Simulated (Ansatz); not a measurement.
Program: Ansatz. Geometries: PBE0-D4/def2-TZVP. ΔE: electronic, gas phase. CCSD(T)/CBS is the MP2 limit (def2-TZVPP, def2-QZVPP) plus CCSD(T) − MP2 in def2-TZVPP, frozen cores. This one scheme is used for every species. DFT in def2-TZVPP. HSE06 is defined as in plane-wave codes. For Ge outer-core shells are correlated without core-valence functions, which leaves a few kJ/mol of doubt a bond. Scalar relativity is left out up to krypton. Each species was taken in one conformer, which may not be the lowest.

`[CH3][GeH]([NH2])[SiH3]` + H–F → `[CH3][GeH]([NH2])[F]` + SiH₄  (cleavage of the Ge–Si bond)

| level | ΔE (kcal/mol) |
| --- | --- |
| PBE0 | -16.9 |
| r2SCAN0 | -19.0 |
| HSE06 | -16.7 |
| BHLYP | -23.0 |

What does CCSD(T)/CBS give? (An estimate is asked.)

The calculation gave: -17.6 kcal/mol. The listed levels differ from it by 0.7, -1.4, 0.9, -5.4 kcal/mol.

Largest T1 diagnostic among the species: 0.011.

In def2-TZVPP, CCSD(T) changes the Hartree–Fock value by +8.2 kcal/mol (the triples alone add +0.9 kcal/mol) and MP2 by +8.0 kcal/mol. The D4 term adds +2.2 kcal/mol with B3LYP and +1.3 kcal/mol with PBE0; it sums over pairs of atoms, weighted by their polarisabilities, and B3LYP, whose exchange is more repulsive, gets the larger term. From BLYP to BHLYP (50 % exact exchange), in def2-TZVPP and without D4, ΔE moves by −1.7 kcal/mol.

CCSD(T)/CBS has its own doubt, a few kJ/mol and more with outer-core shells, so smaller differences from it don't rank the levels.

B3LYP here is the variant with VWN-RPA as its local correlation; programs differ in this.
